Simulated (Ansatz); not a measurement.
`C#[C][AlH][OH]` + `N#[C][Sn]([Cl])([Cl])[Cl]` → `N#[C][AlH][OH]` + `C#[C][Sn]([Cl])([Cl])[Cl]` at 400 K and 1 bar (redistribution).

Isolated molecules relaxed with PBE0-D4/def2-TZVP in Ansatz; ΔE leaves out vibrations. CCSD(T)/CBS adds triple-zeta CCSD(T) − MP2 to the extrapolated MP2 energy (def2 sets, frozen cores). def2 core potentials past Kr. For Sn outer-core shells are correlated without core-valence functions, which leaves a few kJ/mol of doubt a bond. One conformer a species, not always the lowest.

```csv
species,CCSD(T)/CBS energy (Eh),H − E (kJ/mol),S (J/(mol·K))
`C#[C][AlH][OH]`,-395.10198,130.6,337.1
`N#[C][Sn]([Cl])([Cl])[Cl]`,-1686.23005,66.9,429.7
`N#[C][AlH][OH]`,-411.19791,100.8,331.4
`C#[C][Sn]([Cl])([Cl])[Cl]`,-1670.14099,96.8,436.0
```

H − E and S are ideal-gas, rigid-rotor, harmonic terms from PBE0-D4/def2-TZVP, for one conformer and one mirror image of each species. 1 Eh = 2625.50 kJ/mol, R = 8.31446 J/(mol·K).

By hand: ΔE, ΔH, ΔS and ΔG.

ΔE = (-411.19791) + (-1670.14099) − (-395.10198) − (-1686.23005) = -0.00687 Eh = -18.0 kJ/mol. Δ(H − E) = 100.8 + 96.8 − 130.6 − 66.9 = 0.1, so ΔH = -17.9 kJ/mol. ΔS = 331.4 + 436.0 − 337.1 − 429.7 = 0.6 J/(mol·K). ΔG = -17.9 − 400 × (0.6)/1000 = -18.1 kJ/mol.

By hand: the equilibrium constant, and the temperature at which ΔG would vanish if ΔH and ΔS stayed fixed.

log₁₀ K = −ΔG/(RT ln 10) = 2.4. ΔH and −TΔS have one sign here, so there is no such temperature.

The number of gas molecules stays the same, so ΔS is small and ΔH decides. A doubt of 5 kJ/mol in ΔE shifts log₁₀ K by 0.7 here. Other conformers and mirror images would add mixing entropy, several J/(mol·K) or more a flexible species. These are equilibria of isolated gas molecules and say nothing of rates. Largest T1 diagnostic: 0.014 (customary marks: 0.02 for closed shells, 0.045 for open ones).

ΔS is within the doubt of such terms, so its sign, and with it that verdict, could turn.
